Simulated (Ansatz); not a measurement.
A structure relaxed at PBE/def2-SVP in Ansatz, charge 1, doublet:

```tsv
atom	x (Å)	y (Å)	z (Å)
Li1	3.2630	-1.6256	-1.7901
Li2	-2.5013	-0.8935	0.7086
Li3	-0.1280	0.5441	1.1066
Li4	1.2524	1.2371	3.4924
Li5	0.0046	-1.6192	2.5977
Li6	2.5296	-0.3520	1.0402
Li7	4.3036	1.2903	-0.7443
Li8	0.3906	-1.4983	-3.5684
Li9	-2.6027	-2.2455	-2.1749
Li10	-2.1317	2.2761	0.4020
Li11	-1.3962	0.2746	-1.6507
Li12	-1.9392	0.8848	3.2780
Li13	1.5040	0.5846	-1.4580
Li14	1.5584	2.6635	0.6417
Li15	0.2399	-1.8983	-0.5980
Li16	-4.3468	0.3773	-1.2829
```

(1) Give its formula and point group.

(2) Summarise the bond lengths by kind (pairs closer than 1.2 times the sum of covalent radii, bridged metal pairs left out).

Results:

(1) the cluster Li16⁺. Point group Cs (tolerance 0.1 Å).

(2) 24 × Li–Li 2.63 to 3.05 Å.

Another isomer (doublet) lies 0.46 eV lower at PBE0/def2-TZVP; other spin states weren't run for this one.
